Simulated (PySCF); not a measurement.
First SCF of a structure search on singlet WN(OH), at a hand-made bent (heavy-atom frame) geometry. PySCF input:

```python
from pyscf import gto, scf, dft
mol = gto.M(atom='''
W      0.000000     0.000000     0.000000
N      1.474500     0.000000     1.032400
O     -1.638300     0.000000     1.147200
H     -2.143800     0.735400     1.501100''',
    basis={'W': 'def2-TZVP', 'N': 'def2-TZVP', 'O': 'def2-TZVP', 'H': 'def2-TZVP'},
    ecp={'W': 'def2-TZVP'},
    charge=0, spin=0)
mf = dft.RKS(mol, xc='PBE0')
mf.grids.atom_grid = (50, 194)
aux = {'W': 'def2-universal-JKFIT', 'N': 'def2-universal-JKFIT', 'O': 'def2-universal-JKFIT', 'H': 'def2-universal-JKFIT'}
mf = mf.density_fit(auxbasis=aux)
mf.conv_tol = 1e-08
mf.diis_space = 10
mf.max_cycle = 60
mf.init_guess = 'minao'
mf.verbose = 4
mf.kernel()
```

Excerpt of the output (cycles and frontier levels):

```
init E= -178.018303917212
  HOMO = -0.290161232057538  LUMO = -0.278697250979375  gap/eV = 0.31195
cycle= 1 E= -196.974659549153  delta_E=  -19  |g|=  1.5  |ddm|= 7.91
  HOMO = -0.236676018665761  LUMO = -0.161839937854587  gap/eV = 2.03639
cycle= 2 E= -188.002275835716  delta_E= 8.97  |g|= 5.57  |ddm|= 4.24
  HOMO = -0.172091828349533  LUMO = -0.0916375525177029  gap/eV = 2.18927
cycle= 3 E= -197.4117883052  delta_E= -9.41  |g|= 0.463  |ddm|= 3.81
  HOMO = -0.244890373658418  LUMO = -0.164360995364903  gap/eV = 2.19132
cycle= 4 E= -197.344006686124  delta_E= 0.0678  |g|= 0.754  |ddm|= 0.886
  HOMO = -0.246924966733154  LUMO = -0.166095303444083  gap/eV = 2.19949
cycle= 5 E= -197.461460910179  delta_E= -0.117  |g|= 0.209  |ddm|= 0.445
  HOMO = -0.226394331159685  LUMO = -0.138901743983955  gap/eV = 2.38079
cycle= 6 E= -197.471146644074  delta_E= -0.00969  |g|= 0.0524  |ddm|= 0.196
  HOMO = -0.227778544871605  LUMO = -0.139382954560375  gap/eV = 2.40537
... 12 lines left out ...
cycle= 13 E= -197.471964597726  delta_E= -1.69e-07  |g|= 0.00015  |ddm|= 0.00162
  HOMO = -0.230317382447424  LUMO = -0.141569402280917  gap/eV = 2.41496
cycle= 14 E= -197.471964684216  delta_E= -8.65e-08  |g|= 8.63e-05  |ddm|= 0.00176
  HOMO = -0.230303919694958  LUMO = -0.141545770621864  gap/eV = 2.41523
cycle= 15 E= -197.471964704039  delta_E= -1.98e-08  |g|= 2.28e-05  |ddm|= 0.000906
  HOMO = -0.230306664821068  LUMO = -0.141544029146705  gap/eV = 2.41535
cycle= 16 E= -197.471964705708  delta_E= -1.67e-09  |g|= 9.81e-06  |ddm|= 0.000313
  HOMO = -0.230303629724737  LUMO = -0.141540513683168  gap/eV = 2.41537
Extra cycle  E= -197.471964705527  delta_E= 1.81e-10  |g|= 3.21e-05  |ddm|= 3.46e-05
converged SCF energy = -197.471964705527
```

No lower solution of this spin was found from smeared starts or by a stability analysis within the restricted form, which does not test spin polarisation.

At the minimum of this search the closed-shell solution is unstable towards spin polarisation, so a lower open-shell solution exists. No spin–orbit coupling is included, which matters more the heavier the element.

The search for the lowest solution, 3 starts and the stability check together, took 6.3 s on 4 threads of a shared Arm Neoverse V1 host, with 108 basis functions; the process peaked at 0.48 GiB.
